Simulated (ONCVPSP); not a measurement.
## Scattering properties, ONCV potential for barium

```json
{
  "Element": "Ba (Z = 56)",
  "Generator": "ONCVPSP 4.0.1",
  "Type": "optimised norm-conserving Vanderbilt (ONCV)",
  "Functional": "PBE",
  "Relativity": "scalar-relativistic",
  "Frozen core": "[Kr] 4d10",
  "Valence charge": "10",
  "Reference configuration": "5s2 5p6 6s1.75 (charge +0.25)",
  "Partial waves": "5s+6s: rc 3.15 bohr, ncon 5, nbas 10, qcut 4.7 1/bohr, 2 projectors; 5p: rc 2.00 bohr, ncon 5, nbas 10, qcut 4.9 1/bohr, 2 projectors, debl 2.6 Ha; d scattering state at 0.11 Ha: rc 2.00 bohr, ncon 4, nbas 7, qcut 5.3 1/bohr, local",
  "Local potential": "the d channel",
  "Core correction": "none"
}
```

In the d channel the program set the typed energies aside and used 0.050 Ha.

The phase is arctan(r·R′/R) of the radial function R(r), unwrapped; energies in Ha, scanned from -3 to 5 Ha. A pole is an energy at which the radial function vanishes at the test radius. The pseudo phase is shifted by a multiple of π to meet the all-electron one at the reference energy, and phase errors are pseudo minus all-electron; the curves can meet again beyond the range given. Levels narrower than the energy grid can be missing from the lists of poles.

Q: For each channel, where are the poles, and over which energies does the pseudopotential scatter like the atom?

A:

```csv
channel,radius (bohr),reference energy (Ha),"poles, all-electron","poles, pseudo",unbroken range about the reference energy with phases within 0.05 rad,phase error 1 Ha above the reference energy (rad)
s,3.20,-0.16,"-1.24, 1.22, 4.79","-1.24, 1.19, 3.35",below 1.9,-0.003
p,2.03,-0.74,0.64,0.64,the whole range,-0.000
d,2.03,0.05,2.26,2.07,below 2.9,-0.010
```

Phases in the s channel:

```json
{"E (Ha)": "-2.98", "all-electron": "1.407", "pseudo": "1.407"}
{"E (Ha)": "-2.54", "all-electron": "1.385", "pseudo": "1.385"}
{"E (Ha)": "-2.10", "all-electron": "1.351", "pseudo": "1.351"}
{"E (Ha)": "-1.66", "all-electron": "1.272", "pseudo": "1.271"}
{"E (Ha)": "-1.22", "all-electron": "-1.627", "pseudo": "-1.627"}
{"E (Ha)": "-0.78", "all-electron": "-1.908", "pseudo": "-1.908"}
{"E (Ha)": "-0.34", "all-electron": "-2.324", "pseudo": "-2.324"}
{"E (Ha)": "0.10", "all-electron": "-3.984", "pseudo": "-3.985"}
{"E (Ha)": "0.54", "all-electron": "-4.516", "pseudo": "-4.518"}
{"E (Ha)": "0.98", "all-electron": "-4.663", "pseudo": "-4.667"}
{"E (Ha)": "1.42", "all-electron": "-4.749", "pseudo": "-4.759"}
{"E (Ha)": "1.86", "all-electron": "-4.839", "pseudo": "-4.882"}
{"E (Ha)": "2.30", "all-electron": "-5.032", "pseudo": "-5.667"}
{"E (Ha)": "2.74", "all-electron": "-6.535", "pseudo": "-7.647"}
{"E (Ha)": "3.18", "all-electron": "-7.582", "pseudo": "-7.816"}
{"E (Ha)": "3.62", "all-electron": "-7.731", "pseudo": "-7.921"}
{"E (Ha)": "4.06", "all-electron": "-7.793", "pseudo": "-8.246"}
{"E (Ha)": "4.50", "all-electron": "-7.832", "pseudo": "-10.695"}
{"E (Ha)": "4.94", "all-electron": "-7.864", "pseudo": "-10.892"}
```
